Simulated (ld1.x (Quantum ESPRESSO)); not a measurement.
# What one change does to a pseudopotential (Eu, RRKJ)

ld1.x (Quantum ESPRESSO) 7.5 input, shortened:

```
&input
   title='Eu', zed=63., rel=1, dft='PBESOL', iswitch=3,
   config='[Xe] 4f7 5d0 6s1 6p0'
 /
 &inputp
   pseudotype=2, tm=.false., rho0=0.02, lloc=0,
   nlcc=.true.
 /
4
5P  2  1   6.00   0.00  2.20  2.20  0.0
5D  3  2   0.00   0.00  2.55  2.55  0.0
4F  4  3   7.00   0.00  0.85  0.85  0.0
6S  1  0   1.00   0.00  2.50  2.50  0.0
 &test
   configts(1)='4f7 5p6 5d0 6s1 6p0'
 /
```

Change: wave 4f (bound): rc 0.85 bohr becomes 4f (bound): rc 1.26 bohr.

Cutoffs: the cutoffs (Ry, on a coarse ladder) from which the occupation-weighted sum of valence levels, in a spherical-Bessel basis at the reference potential, stays within 10 and 1 mRy of its value at 400 Ry; they do not see the model core or the augmentation charge, which bear on the density cutoff. Errors are all-electron minus pseudo energies relative to the spin-unpolarised reference configuration.

Q: What does the change do?

A: The number of tests that count goes from 7 to 5; of the 5 tests that both files solve, the error grows in 0 and shrinks in 2 by more than 15 % and 0.3 meV (median size 18.9 → 17.9 meV); neither file shows a bound ghost at the reference potential, the only one tested.

| quantity | base | changed |
| --- | --- | --- |
| cutoff, loose | 300 Ry | 180 Ry |
| cutoff, tight | over 300 Ry | 260 Ry |
| loose cutoff by channel (10 mRy a level) | p 15 Ry, f 260 Ry, s 10 Ry | p 15 Ry, f 140 Ry, s 10 Ry |
| bound ghosts | none | none |
| tests counted (converged, no solver errors) | 7 of 7 | 5 of 7 |
| error for 4f7 5p6 5d0 6s0 6p0, meV [ΔE 11.13 eV] | -6.9 | -7.0 |
| error for 4f6 5p6 5d0 6s0 6p0, meV [ΔE 35.57 eV] | -1364 | -1039 |
| error for 4f7 5p6 5d1 6s0 6p0, meV [ΔE 1.54 eV] | -19 | -18 |
| error for 4f5 5p6 5d0 6s0 6p0, meV [ΔE 78.40 eV] | -5465 | -3871 |
| error for 4f7 5p6 5d0 6s1.5 6p0, meV [ΔE -3.63 eV] | +4.0 | +4.0 |
| s: phases at 2.75 bohr within 0.05 rad from the reference energy up to (Ry; the scan ends near 5) | -0.4 | -0.4 |
| p: phases at 2.75 bohr within 0.05 rad from the reference energy up to (Ry; the scan ends near 5) | -0.8 | -0.8 |
| d: phases at 2.75 bohr within 0.05 rad from the reference energy up to (Ry; the scan ends near 5) | 1.4 | 1.4 |
| f: phases at 2.75 bohr within 0.05 rad from the reference energy up to (Ry; the scan ends near 5) | -0.5 | -0.5 |

Base: These tests converged, but a pseudo level misses the all-electron one widely, so the file describes the atom poorly there or has found another state: 4f6 5p6 5d0 6s0 6p0: 4f by 2.8 eV (a node warning on the way); 4f5 5p6 5d0 6s0 6p0: 4f by 5.4 eV. Changed file: Tests not counted: 4f7 5p6 5d0 6s2 6p0 (pseudo-atom not self-consistent, printed error -1874 eV); 4f6 5p6 5d1 6s2 6p0 (pseudo-atom not self-consistent, printed error -1865 eV). These tests converged, but a pseudo level misses the all-electron one widely, so the file describes the atom poorly there or has found another state: 4f6 5p6 5d0 6s0 6p0: empty 6s by 5.1 eV.
